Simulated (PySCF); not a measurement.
(BeTe)2 ring, Be2Te2.
Structure used (PBE0-D3(BJ)/def2-SVP), in Å, numbered top down from 1:
```xyz
4
Be2Te2 angstrom
Be    -0.0326   -0.9870    0.3959
Te    -1.4584    0.5586    1.2717
Be     0.0326    0.9869   -0.3959
Te     1.4583   -0.5586   -1.2717
```

Computed with TDDFT PBE0/def2-SVPD, vertical, gas phase, core orbitals frozen in the response, def2 core potentials past Kr in PySCF 2.14.0, density-fitted response routines. Spin–orbit coupling is left out.

Computed states:

```tsv
state	E (eV)	f
S1	1.92	0.0000
S2	3.16	0.018
S3	3.42	0.0000
S4	3.45	0.0000
S5	3.49	0.0001
S6	4.30	0.0000
S7	4.31	0.111
S8	4.47	0.144
S9	4.67	0.0000
S10	5.05	0.0000
```

Each state is given a Gaussian of 0.4 eV full width at half maximum, with ε(max) = 2.175×10⁸ f / Δν̃ (Δν̃ the width in cm⁻¹). The width is an assumption, not a result. The curve ends short of the highest state used, and states not computed would add to its high-energy end.

Question: What does the envelope look like, and where are its maxima?

Answer: 
E (eV), ε (L mol⁻¹ cm⁻¹) and a bar:
```
     1.32          0 
     1.43          0 
     1.54          0 
     1.65          0 
     1.75          0 
     1.86          0 
     1.97          0 
     2.08          0 
     2.19          0 
     2.29          0 
     2.40          0 
     2.51          1 
     2.62          8 
     2.73         49 
     2.83        185 
     2.94        531 #
     3.05       1001 ##
     3.16       1240 ##
     3.26       1048 ##
     3.37        586 #
     3.48        218 
     3.59         56 
     3.70         22 
     3.80         84 
     3.91        488 #
     4.02       1967 ####
     4.13       5461 ###########
     4.23      10157 ####################
     4.34      14567 #############################
     4.45      15027 ##############################
```

Maxima: 392 nm (3.16 eV), ε about 1200, made up of S2 (100%); 281 nm (4.41 eV), ε about 15000, made up of S7 (42%) and S8 (58%) (ε in L mol⁻¹ cm⁻¹; maxima over ε = 5, shares over 10%).

Question: What would ε be at 4.41 eV, the highest of these maxima, with half the width (0.2 eV)?

Answer: About 22700 L mol⁻¹ cm⁻¹ against 15400, a factor of about 1.5; a lone state at its own centre would give exactly 2.

Question: Does any computed singlet lie in the visible range?

Answer: 2 computed singlets (S1 to S2) lie in the visible range (380 to 750 nm), the largest f among them at 392 nm, f = 0.018; light of that wavelength is violet, and its complementary colour is yellow-green; a Tamm–Dancoff triplet lies at 658 nm, without intensity as long as spin–orbit coupling is left out.

Question: On this curve, what absorbance would a 10⁻³ mol/L sample give at 355 nm over a 1 cm path?

Answer: 355 nm is 3.493 eV, where ε is about 190 L mol⁻¹ cm⁻¹, so A = ε c l ≈ 0.19 (Beer–Lambert, with the gas-phase spectrum and the assumed width).

All these states lie below the vertical ionisation energy of 7.88 eV (ΔSCF).

Hardware: Arm Neoverse V1, one thread, on a shared host. Cost: 13 s.
